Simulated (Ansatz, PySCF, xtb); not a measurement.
Reaction (SMILES): O[SiH](O)O + 2 [SiH4] (SiH4) → 3 O[SiH3]
Each molecule is optimised on its own at B3LYP-D3(BJ)/def2-TZVP (Ansatz, a first-principles code), one conformer each, not searched for the lowest. Frequencies are from Ansatz or PySCF.

Quantity: bond separation energy (enthalpy at 298 K, with B3LYP-D3(BJ) rigid-rotor harmonic-oscillator terms), in kcal/mol. Cores are frozen in the correlated levels unless marked. No spin-orbit coupling. Non-relativistic unless marked X2C. CBS marks a two-point X^-3 extrapolation of the correlation energy; Hartree-Fock from the larger set.

```csv
level,program,bond separation energy (kcal/mol)
GFN2-xTB,xtb,-1.7
HF/aug-cc-pV(D+d)Z,Ansatz,15.7
PBE0/def2-SVP,Ansatz,19.0
CAM-B3LYP/def2-TZVPD,Ansatz,16.9
B2PLYP-D3(BJ)/def2-TZVPD,Ansatz + dftd3,16.7
MP2/cc-pV(D+d)Z,Ansatz,18.4
MP2/aug-cc-pV(T+d)Z,Ansatz,16.6
CCSD(T)/6-31G,Ansatz,24.0
X2C-CCSD(T)/cc-pVTZ-DK,Ansatz,17.9
"CCSD(T)/CBS(cc-pV(T+d)Z,cc-pV(Q+d)Z)",Ansatz,17.4
```
